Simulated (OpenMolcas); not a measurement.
# Ta4+: moving or changing the point charges

Ta4+ among 2 point charges of -2.5 e arranged as a linear pair (D∞h), 2.22 Å from the ion.
```
   0.0000    0.0000    2.2200  -2.50
   0.0000    0.0000   -2.2200  -2.50
```

| Quantity | Value |
| --- | --- |
| Program | OpenMolcas 26.06 |
| Method | SS-CASPT2, IPEA 0.25 Eh, imaginary shift 0.1 Eh (closed shells correlated: 4f 5s 5p) |
| Basis | ANO-RCC-VDZP [7s6p4d2f1g] |
| Scalar Hamiltonian | DKH2, point nucleus |
| Active space | 1 electron in 5 orbitals (5d) |
| State averaging | 2S+1 = 2 even, 5 roots |
| Spin-orbit coupling | RASSI with atomic mean-field integrals over the reference wave functions |

Runs around this geometry, states (labels by Λ). Energies in cm-1 above the lowest state or level, χT in cm3 K/mol.

| R (Å) | q (e) | Ground state | First state of that spin | First gap with spin-orbit (degeneracies) | χT at 300 K |
| --- | --- | --- | --- | --- | --- |
| 2.22 | -1.25 | 2Δ | 2Π 8930 | 6770 (2, 2) | 0.153 |
| 2.22 | -2.5 | 2Δ | 2Σ 14210 | 6060 (2, 2) | 0.146 |
| 2.44 | -2.5 | 2Δ | 2Σ 13350 | 6350 (2, 2) | 0.148 |

Taking the first state of the same spin as R^-n, n = -ln(13350 / 14210) / ln(2.44 / 2.22) = 0.7 between the shortest and longest distance.

Free-ion shares, where given, are those of the reference states; single-state CASPT2 does not remix them. This is an electrostatic model: the charges have no orbitals. No measured value stands beside these numbers.
